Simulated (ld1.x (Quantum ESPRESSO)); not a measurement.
# Before and after: ultrasoft potential for P

| Item | Value |
| --- | --- |
| Element | P (Z = 15) |
| Generator | ld1.x (Quantum ESPRESSO) 7.5 |
| Type | ultrasoft |
| Functional | Wu–Cohen |
| Relativity | fully relativistic |
| Frozen core | [Ne] |
| Valence charge | 5 |
| Reference configuration | 3s2 3p3 |
| Partial waves | 3s (bound): rcut 1.00, rcutus 1.40 bohr; 3s channel at -0.55 Ry: rcut 1.00, rcutus 1.40 bohr; 3p (bound): rcut 1.00, rcutus 1.25 bohr; 3p channel at -0.1 Ry: rcut 1.00, rcutus 1.25 bohr; 3d channel at -0.15 Ry: rcut 0.95, rcutus 1.20 bohr; 3d channel at 2.45 Ry: rcut 0.95, rcutus 1.20 bohr |
| Local potential | all-electron potential smoothed inside 1.05 bohr (lloc = -1) |
| Core correction | none |
| Augmentation charge | PSQ, inside the norm-conserving radii |

Open shells are filled in proportion to 2j + 1 (rel_dist='average').

All-electron outer shells of the reference configuration (Wu–Cohen, scalar-relativistic, ld1.x):

```
shell  level (eV)  outermost node (bohr)  outermost maximum (bohr)
   2s     -173.69                   0.14                      0.42
   2p     -124.48                      –                      0.36
   3s      -13.93                   0.65                      1.58
   3p       -5.48                   0.64                      1.83
```

Change: waves 3p (bound): rcut 1.00, rcutus 1.88 bohr; 3p channel at -0.1 Ry: rcut 1.00, rcutus 1.88 bohr.

Cutoffs: the cutoffs (Ry, on a coarse ladder) from which the occupation-weighted sum of valence levels, in a spherical-Bessel basis at the reference potential, stays within 10 and 1 mRy of its value at 400 Ry; they do not see the model core or the augmentation charge, which bear on the density cutoff. Errors are all-electron minus pseudo energies relative to the spin-unpolarised reference configuration.

**Question.** What does the change do?

**Answer.** The potential gets softer (35 Ry and 40 Ry → 18 Ry and 25 Ry); the bound ghosts move from p, s to s; of the 7 tests that both files solve, the error grows in 5 and shrinks in 0 by more than 15 % and 0.3 meV (median size 3.6 → 6.5 meV). A larger radius leaves more room for a smooth pseudo-wave, so fewer plane waves are needed. More of the atom is replaced by a form fitted at one configuration, so other configurations suffer.

| quantity | base | changed |
| --- | --- | --- |
| cutoff, loose | 35 Ry | 18 Ry |
| cutoff, tight | 40 Ry | 25 Ry |
| loose cutoff by channel (10 mRy a level) | s 12 Ry, p 30 Ry | s 12 Ry, p 10 Ry |
| bound ghosts | p3/2, p1/2, s | s |
| error for 3s2 3p2, meV [ΔE 9.71 eV] | +3.6 | -6.8 |
| error for 3s2 3p1, meV [ΔE 28.85 eV] | +2.7 | +6.5 |
| error for 3s2 3p0, meV [ΔE 58.60 eV] | +21 | +23 |
| error for 3s1 3p0, meV [ΔE 110.59 eV] | +84 | +88 |
| error for 3s0 3p5, meV [ΔE 17.17 eV] | +3.7 | -5.1 |
| error for 3s1 3p3, meV [ΔE 18.81 eV] | +0.4 | -5.2 |
| error for 3s2 3p2.5, meV [ΔE 3.76 eV] | 0.0 | -2.7 |
| lowest overlap eigenvalue by channel | s 0.51, p1/2 0.80, p3/2 0.80, d3/2 0.94, d5/2 0.94 | s 0.51, p1/2 0.73, p3/2 0.72, d3/2 0.94, d5/2 0.94 |

 A true bound ghost makes a file unfit for plane-wave use even where its test errors are small: the radial tests pick states by their node count and pass the ghost by.
